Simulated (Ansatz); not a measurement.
System: CH₅OSi, charge 0, multiplicity 2. It need not be the lowest isomer of its formula. 
Structure (B3LYP-D3(BJ)/def2-TZVP (Ansatz, an electronic-structure program) minimum search):
```xyz
8

Si     0.9337     0.3533     0.1764
O     -0.3539    -0.5172    -0.4117
C     -1.6427    -0.3591    -0.0181
H      2.0781     0.0100    -0.6869
H      1.2078    -0.0159     1.5839
H      0.6310     1.8029     0.1078
H     -1.9544     0.5968     0.3864
H     -2.3473    -1.0475    -0.4592
```
Charge 0, spin multiplicity 2.

Basis-set convergence of Hartree-Fock and CCSD(T) correlation energies (hartree) with Ansatz. Correlated levels leave the core frozen unless marked. UHF or UKS for open shells. Spin-orbit coupling is left out. No relativistic terms.

```json
[
 {"basis": "cc-pV(D+d)Z", "functions": "76", "E(HF)": "-404.55850", "E(corr, CCSD(T))": "-0.45629"},
 {"basis": "cc-pV(T+d)Z", "functions": "169", "E(HF)": "-404.61498", "E(corr, CCSD(T))": "-0.56417"},
 {"basis": "cc-pV(Q+d)Z", "functions": "324", "E(HF)": "-404.62828", "E(corr, CCSD(T))": "-0.59909"},
 {"basis": "cc-pV(5+d)Z", "functions": "557", "E(HF)": "-404.63129", "E(corr, CCSD(T))": "-0.61091"}
]
```

Extrapolating the two largest sets (X = 4 and 5) as X^-3: E(corr) = (125·(-0.61091) - 64·(-0.59909))/61 = -0.6233 Eh, an estimate of the basis-set limit. The largest set recovers 98.0 % of it, the smallest 73.2 %.
